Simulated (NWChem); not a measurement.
System: C₄H₆F₂; SMILES F[C@H]1C[C@@H](F)C1

NWChem input:

```
start job
memory heap 200 mb stack 900 mb global 1100 mb
geometry units angstroms noautosym nocenter noautoz
  F      0.000000     2.142579    -0.400916
  C      0.000000     1.056751     0.425961
  C      1.076816     0.000000     0.165992
  C      0.000000    -1.056751     0.425961
  F      0.000000    -2.142579    -0.400916
  C     -1.076816     0.000000     0.165992
  H      0.000000     1.421989     1.466552
  H      1.996621     0.000000     0.767022
  H      1.328454     0.000000    -0.905368
  H      0.000000    -1.421989     1.466552
  H     -1.328454     0.000000    -0.905368
  H     -1.996621     0.000000     0.767022
end
basis spherical
  * library 6-31g*
end
dft
  xc hfexch
  iterations 150
end
property
  shielding 6 1 2 3 7 8 9
end
task dft property
```

Geometry: optimised at PBE0/def2-SVP.

GIAO values for the isolated, static molecule; σ is the absolute isotropic shielding, δ = σ(reference) − σ with the isolated reference molecule computed at the same levels (13C: tetramethylsilane, 19F: trichlorofluoromethane, 1H: tetramethylsilane).

Atoms are numbered as in the input.

### Question
Give the results of this calculation. (Hartree-Fock/6-31G* (spherical d), GIAO.) Quantities: basis functions; δ F1 (ppm); δ C2 (ppm); δ C3 (ppm); δ H7 (ppm); δ H8 (ppm); δ H9 (ppm).

### Answer
The number of basis functions is 96 and the δ F1 (ppm) is -147.4. The δ C2 (ppm) is 67.0 and the δ C3 (ppm) is 35.7. The δ H7 (ppm) is 4.23, the δ H8 (ppm) is 2.61 and the δ H9 (ppm) is 2.48.
